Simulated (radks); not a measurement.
Valence configurations of Os+ (all share [Xe]). Method: Dirac Kohn-Sham, PBEsol, spin-unpolarised, spherical densities, finite nucleus; open shells are shared between the two j in proportion to 2j + 1; Fermi nuclear charge, rms radius 5.4126 fm; computed with a radial shooting solver on a logarithmic mesh with Libxc functionals. Energies are relative to 4f14 5d6 6s1; eigenvalues in eV.

valence,E (eV),e(4f5/2),e(4f7/2),e(5d3/2),e(5d5/2),e(6p1/2)
4f14 5d6 6s1,0.000,-61.488,-58.682,-14.850,-13.756,-
4f14 5d5.5 6s1.5,0.625,-63.021,-60.214,-15.881,-14.749,-
4f14 5d5 6s2,1.502,-64.615,-61.807,-16.945,-15.776,-
4f14 5d6 6p1,6.141,-63.058,-60.251,-16.259,-15.141,-8.636
4f14 5d5 6s1 6p1,8.047,-66.191,-63.383,-18.340,-17.148,-9.321
4f13.5 5d6.5 6s1,23.947,-66.569,-63.710,-15.514,-14.355,-
4f13.5 5d6 6s1.5,24.836,-68.150,-65.292,-16.588,-15.390,-
4f13 5d8,48.605,-68.682,-65.773,-14.047,-12.896,-
4f13 5d7 6s1,50.135,-71.755,-68.845,-16.175,-14.950,-
4f13 5d6 6s2,52.727,-75.073,-72.162,-18.438,-17.135,-

NIST lists [Xe] 4f14 5d6 6s1 as the ground configuration; this level of theory agrees among the configurations tried. The energies are those of spherical spin-averaged densities, not of single terms.
